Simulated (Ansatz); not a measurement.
`C[SiH2][O][ZnH]` + `CBOC` → `CO[BH][ZnH]` + `CO[SiH2]C`  (redistribution)

Computed with Ansatz on PBE0-D4/def2-TZVP structures; ΔE is electronic, products minus reactants. CBS: MP2 limit from def2 TZ/QZ plus the TZ coupled-cluster correction, frozen cores. DFT in def2-TZVPP. For Zn outer-core shells are correlated without core-valence functions, which leaves a few kJ/mol of doubt a bond. Scalar relativity is left out up to krypton. Each species was taken in one conformer, which may not be the lowest.

```csv
level,ΔE (eV)
PBE-D4,2.02
B97M-V,2.24
BLYP,2.07
HF/CBS(def2),2.32
```

Task: What does CCSD(T)/CBS give? (Best estimate.)

Result: Ansatz gave: +2.24 eV. The listed levels differ from it by -0.22, 0.00, -0.17, 0.08 eV.

Largest T1 diagnostic among the species: 0.016.

At CCSD(T), def2-SVP lies −0.04 eV from the extrapolated value and def2-TZVPP −0.03 eV. From BLYP to BHLYP (50 % exact exchange), in def2-TZVPP and without D4, ΔE moves by +0.15 eV. Leaving LDA and LC-ωPBE aside and taking each functional with its dispersion term where it has one, the values, not all of them listed here, spread over 0.26 eV, from revPBE-D4 to PBE-QIDH. LDA lies +0.05 eV from PBE without D4.
